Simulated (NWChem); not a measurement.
ZnH cation; SMILES [ZnH+]

```xyz
2

Zn     0.0000     0.0000     0.0628
H      0.0000     0.0000    -1.4713
```
Atoms are numbered in this order, from 1.

Program: NWChem. Pople sets run with spherical d functions. The geometry was optimised at PBE0/def2-SVP. GIAO values for the isolated, static molecule; σ is the absolute isotropic shielding, δ = σ(reference) − σ with the isolated reference molecule computed at the same levels (1H: tetramethylsilane).

| level | σ Zn1 (ppm) | δ H2 (ppm) |
|---|---|---|
| LDA (Slater exchange, VWN5)/pcSseg-1 | 2329.2 | 8.82 |
| Hartree-Fock/6-31G* | ___ | ___ |
| BHandHLYP/pcSseg-1 | 2320.4 | 8.01 |
| PBE0/pcSseg-2 | 2319.6 | 8.08 |

### Question
Fill in the missing entries.

### Answer

- Hartree-Fock/6-31G*, σ Zn1 (ppm): 2389.5
- Hartree-Fock/6-31G*, δ H2 (ppm): 7.45
